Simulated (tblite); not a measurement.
C₂H₅GeN₃.
Numbering: `[GeH3:1][n:2]1[n:3][cH:4][cH:5][n:6]1` (hydrogens: H7, H8, H9 on Ge1; H10 on C4; H11 on C5)

Computed with GFN2-xTB (tblite), gas phase: L-BFGS steps from a force-field or distance-geometry start until the largest atomic force falls under 0.01 eV/Å.

Step 1: E = -476.2199 eV
```
atom  x, y, z in Å  |  force x, y, z in eV/Å
Ge1     2.0748   -0.0111   -0.1713    0.094   0.082  -0.036
N2      0.1906    0.0384   -0.0289   -0.067  -0.134  -0.021
N3     -0.6222   -0.2881   -1.0207    0.075   0.111  -0.215
C4     -1.8467   -0.1789   -0.5275   -0.160  -0.199  -0.091
C5     -1.7397    0.1971    0.8115    0.080   0.074   0.142
N6     -0.4483    0.3232    1.0907   -0.002   0.135   0.224
H7      2.4704    0.3305   -1.6178   -0.351  -0.163   0.527
H8      2.5713   -1.4158    0.1990   -0.275   0.418  -0.116
H9      2.6741    1.0191    0.7976   -0.418  -0.364  -0.290
H10    -2.7661   -0.3762   -1.0636    0.522   0.028  -0.075
H11    -2.5529    0.3643    1.5050    0.502   0.010  -0.049
```

Step 2: E = -476.2555 eV
```
atom  x, y, z in Å  |  force x, y, z in eV/Å
Ge1     2.0797   -0.0084   -0.1725   -0.256  -0.008   0.022
N2      0.1858    0.0354   -0.0249    0.233  -0.085  -0.247
N3     -0.6282   -0.2851   -1.0281    0.443   0.106   0.131
C4     -1.8442   -0.1851   -0.5312   -0.060   0.033   0.337
C5     -1.7330    0.1990    0.8138   -0.112  -0.043  -0.137
N6     -0.4494    0.3271    1.0965    0.131   0.015  -0.043
H7      2.4604    0.3258   -1.6023   -0.281  -0.104   0.305
H8      2.5634   -1.4036    0.1956   -0.216   0.291  -0.082
H9      2.6620    1.0083    0.7890   -0.317  -0.207  -0.150
H10    -2.7517   -0.3755   -1.0660    0.153  -0.043  -0.225
H11    -2.5394    0.3648    1.5043    0.282   0.044   0.089
```

Step 3: E = -476.2799 eV
```
atom  x, y, z in Å  |  force x, y, z in eV/Å
Ge1     2.0785   -0.0067   -0.1730   -0.472  -0.081   0.070
N2      0.1863    0.0321   -0.0252    0.331   0.025  -0.188
N3     -0.6268   -0.2811   -1.0308    0.502   0.045   0.273
C4     -1.8400   -0.1885   -0.5270   -0.107   0.056   0.094
C5     -1.7288    0.1992    0.8115   -0.103  -0.025   0.023
N6     -0.4480    0.3298    1.0989    0.250  -0.080  -0.247
H7      2.4478    0.3204   -1.5856   -0.208  -0.039   0.051
H8      2.5536   -1.3895    0.1917   -0.154   0.125  -0.037
H9      2.6473    0.9968    0.7800   -0.215  -0.034   0.008
H10    -2.7395   -0.3760   -1.0727    0.058  -0.053  -0.211
H11    -2.5252    0.3661    1.5062    0.120   0.060   0.164
```

Problem. Estimate the geometry and energy of step 4. (The exact step hangs on the optimiser's Hessian estimate; all steps are aligned on step 3, rigid shifts and turns removed.)

Solution. E = -476.3012 eV, largest force 0.518 eV/Å
```
atom  x, y, z in Å  |  force x, y, z in eV/Å
Ge1     2.0689   -0.0066   -0.1720   -0.501  -0.099   0.086
N2      0.1919    0.0302   -0.0269    0.223   0.113  -0.081
N3     -0.6190   -0.2768   -1.0288    0.280  -0.064   0.177
C4     -1.8368   -0.1914   -0.5242    0.099   0.102  -0.017
C5     -1.7249    0.1993    0.8110    0.076  -0.045  -0.014
N6     -0.4419    0.3308    1.0960    0.216  -0.090  -0.176
H7      2.4323    0.3148   -1.5695   -0.145   0.022  -0.192
H8      2.5417   -1.3744    0.1875   -0.089  -0.083   0.021
H9      2.6297    0.9857    0.7721   -0.124   0.131   0.161
H10    -2.7265   -0.3774   -1.0825   -0.018  -0.062  -0.200
H11    -2.5100    0.3685    1.5113   -0.016   0.074   0.236
```

The energy changes by -0.0213 eV. The first-order estimate −F·Δx gives -0.0308 eV and the mean of the old and new forces, exact on a quadratic surface, -0.0212 eV. The step makes an angle of 52° with the force vector and moves no atom by more than 0.023 Å.

What follows is the cost of the whole relaxation. On one thread, Arm Neoverse V1 (aarch64), shared host with 64 logical CPUs at a one-minute load of 14, this took under 0.1 s wall.
